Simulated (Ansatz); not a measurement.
## Two structures, one formula

The two ends of one reaction step of SiH6SeO, closed shell (PBE0-D4/def2-TZVP).

A:

```xyz
9
angstrom
Si -0.6082 0.2014 0.2541
H 1.3787 -2.8927 -0.2712
H -0.9792 -0.6991 -0.8565
H -0.4120 -0.5427 1.5237
O -1.8310 1.2935 0.3401
H 1.6584 -2.2080 -0.3790
Se 1.4294 1.1583 -0.0911
H -1.7017 2.0527 0.9116
H 1.0656 1.6368 -1.4318
```

B:

| atom | x (Å) | y (Å) | z (Å) |
| --- | --- | --- | --- |
| Si1 | -1.0879 | -0.9991 | 0.2756 |
| H2 | -0.4437 | -1.5266 | -0.9618 |
| H3 | -2.4061 | -1.6491 | 0.4613 |
| H4 | -0.1965 | -1.3481 | 1.4192 |
| O5 | -1.3665 | 0.6162 | 0.1830 |
| H6 | 2.3304 | 0.7860 | 0.4797 |
| Se7 | 1.8471 | 1.8947 | -0.3520 |
| H8 | -0.5839 | 1.1675 | 0.0516 |
| H9 | 1.9072 | 1.0587 | -1.5567 |

Program: Ansatz 0.2.0. Basis: def2-TZVPP. Cores are frozen in the correlated methods. Filled d shells of the heavier atoms are correlated. The def2 sets are not built for correlating such inner shells, so the correlated values are less sure here. B3LYP uses VWN-RPA correlation.

(1) Which structure is lower at CCSD(T), and by how much? (Judge from chemistry; the value comes from the calculation.)

The T1 diagnostic stays at or below 0.010.

Results:

(1) The calculation gives: A, by 0.363 eV (electronic energy, against the other). By their contacts, A is a complex of SiH₄SeO ([OH][SiH2][SeH]) + H₂ and B is a complex of SiH₄O ([OH][SiH3]) + H₂Se.

All methods give the same order:

| method | E(B) − E(A) (eV) |
| --- | --- |
| SPW92 | 0.365 |
| PBE-D4 | 0.440 |
| BLYP-D4 | 0.385 |
| r2SCAN-D4 | 0.450 |
| B97M-V | 0.350 |
| PBE0-D4 | 0.424 |
| B3LYP-D4 | 0.370 |
| r2SCAN0-D4 | 0.437 |
| BHLYP-D4 | 0.351 |
| CAM-B3LYP-D4 | 0.316 |
| wB97X-V | 0.379 |
| wB97M-V | 0.403 |
| B2PLYP | 0.370 |
| PBE-QIDH | 0.427 |
| RPA on PBE | 0.308 |
| HF | 0.265 |
| MP2 | 0.453 |
| CCSD | 0.330 |
| CCSD(T) | 0.363 |

Labels in which every atom is bracketed show which atoms are joined, not bond orders.

For scale, one of the runs: CCSD(T)/def2-TZVPP, 205 basis functions, launched by `ansatz run in.yaml --threads 4 --pin off --events-out ev --progress --plain --max-ram 9574MiB`. Hardware: 4 CPU threads of an Arm Neoverse V1, shared host. Wall time 71 s; peak host memory 2.6 GiB.
